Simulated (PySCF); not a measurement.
Worked example: refractive index and permittivity of the vapour

CH4F2SSi, SMILES C[Si](F)(F)S.

The structure is a stationary point at B3LYP-D3(BJ)/def2-SVP. Other conformers were not sampled.

r2SCAN/def2-TZVP in PySCF gives a mean static polarisability of 53.1 bohr³ and a dipole moment of 2.72 D. Take an ideal gas at 298.15 K and 1 bar, whether or not the substance is that volatile.

Task: Work out n − 1 in the optical limit and the static ε − 1.

Result: 
Polarisability volume α' = 53.1 × 0.148185 = 7.87 Å³. Number density N = p/kT = 2.43e-5 Å⁻³.
Dilute limit of Lorentz–Lorenz: n − 1 = 2π N α' = 0.0012.
Orientation term of Debye: μ²/(3kT) = 8.098 Å³ × μ²(D²) = 59.91 Å³.
ε − 1 = 4π N (α' + μ²/3kT) = 0.021. Orientation of the dipole supplies 88 % of the static response; it can't follow optical fields. Vibrational polarisation and dispersion are left out.
